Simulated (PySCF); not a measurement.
**Question.** Write a Z-matrix for `CCO[SiH2]F` as optimised with PBE0-D3(BJ)/def2-SVP.

**Answer.** 
Z-matrix in Å and degrees, rows numbered from 1:
```
C 
C   1  1.5092
O   2  1.4129  1  109.43
Si  3  1.6434  2  125.75  1   166.74
F   4  1.6232  3  110.34  2    68.52
H   1  1.0998  2  110.39  3    59.74
H   1  1.1003  2  110.66  3   179.90
H   1  1.1001  2  110.53  3   -59.79
H   2  1.1049  1  110.36  3  -120.63
H   2  1.1073  1  110.30  3   121.38
H   4  1.4892  3  110.84  2   -48.94
H   4  1.4803  3  106.88  2  -173.66
```

Si4 (fluorine-bound silicon) is distorted tetrahedral (angles from 106.3° to 114.0°).

The calculation used PySCF, PBE0-D3(BJ)/def2-SVP geometry optimisation, gas phase.

Point group: C1 (no symmetry element, even within 0.4 Å). PBE0-D3(BJ)/def2-SVP frequencies: not computed here. One conformer, not necessarily the lowest (C1–C2–O3–Si4 167°, C2–O3–Si4–F5 69°).
